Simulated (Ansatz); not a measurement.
Gas-phase electronic energies from Ansatz, PBE0-D4/def2-TZVP geometries. CCSD(T)/CBS is the MP2 limit (def2-TZVPP, def2-QZVPP) plus CCSD(T) − MP2 in def2-TZVPP, frozen cores. This one scheme is used for every species. DFT in def2-TZVPP. B3LYP here is the variant with VWN-RPA as its local correlation; programs differ in this. HSE06 is defined as in plane-wave codes. Each species was taken in one conformer, which may not be the lowest.

Reaction (ligand exchange at the Al–C bond): `C=C[CH2][AlH][CH3]` + H₂S → `[CH3][AlH][SH]` + `C=CC`

| level | ΔE (kJ/mol) | difference from CCSD(T)/CBS |
| --- | --- | --- |
| LDA (SPW92) | -86.1 | 30.3 |
| revPBE-D4 | -101.9 | 14.5 |
| BLYP-D4 | -114.8 | 1.6 |
| r2SCAN-D4 | -102.9 | 13.5 |
| B97M-V | -111.9 | 4.5 |
| PBE0-D4 | -105.4 | 11.0 |
| B3LYP-D4 | -117.5 | -1.1 |
| r2SCAN0-D4 | -106.8 | 9.6 |
| HSE06-D4 | -105.4 | 11.0 |
| BHLYP-D4 | -124.9 | -8.5 |
| CAM-B3LYP-D4 | -119.0 | -2.6 |
| ωB97X-V | -113.7 | 2.7 |
| ωB97M-V | -109.3 | 7.1 |
| B2PLYP | -120.4 | -4.0 |
| PBE-QIDH | -110.2 | 6.2 |
| revPBE | -112.2 | 4.2 |
| BLYP | -123.8 | -7.4 |
| r2SCAN | -104.3 | 12.1 |
| PBE0 | -109.4 | 7.0 |
| B3LYP | -124.5 | -8.1 |
| r2SCANh | -106.0 | 10.4 |
| r2SCAN0 | -108.5 | 7.9 |
| BHLYP | -130.2 | -13.8 |
| CAM-B3LYP | -123.2 | -6.8 |
| LC-ωPBE | -112.5 | 3.9 |
| RPA@PBE/def2-TZVPP | -109.6 | 6.8 |
| HF/def2-SVP | -154.9 | -38.5 |
| MP2/def2-SVP | -117.7 | -1.3 |
| CCSD/def2-SVP | -128.7 | -12.3 |
| CCSD(T)/def2-SVP | -123.3 | -6.9 |
| HF/def2-TZVPP | -150.9 | -34.5 |
| MP2/def2-TZVPP | -110.0 | 6.4 |
| SCS-MP2/def2-TZVPP | -118.4 | -2.0 |
| CCSD/def2-TZVPP | -120.8 | -4.4 |
| CCSD(T)/def2-TZVPP | -114.6 | 1.8 |
| HF/def2-QZVPP | -150.2 | -33.8 |
| MP2/def2-QZVPP | -110.7 | 5.7 |
| SCS-MP2/def2-QZVPP | -119.7 | -3.3 |
| MP2/CBS(def2) | -111.8 | 4.6 |
| CCSD/CBS(def2) | -122.6 | -6.2 |
| CCSD(T)/CBS | -116.4 | 0 |

Largest T1 diagnostic among the species: 0.012.

The D4 term adds +7.0 kJ/mol with B3LYP and +4.0 kJ/mol with PBE0; it sums over pairs of atoms, weighted by their polarisabilities, and B3LYP, whose exchange is more repulsive, gets the larger term. In def2-TZVPP, CCSD(T) changes the Hartree–Fock value by +36.4 kJ/mol (the triples alone add +6.2 kJ/mol) and MP2 by +41.0 kJ/mol.

CCSD(T)/CBS has its own doubt, a few kJ/mol and more with outer-core shells, so smaller differences from it don't rank the levels.
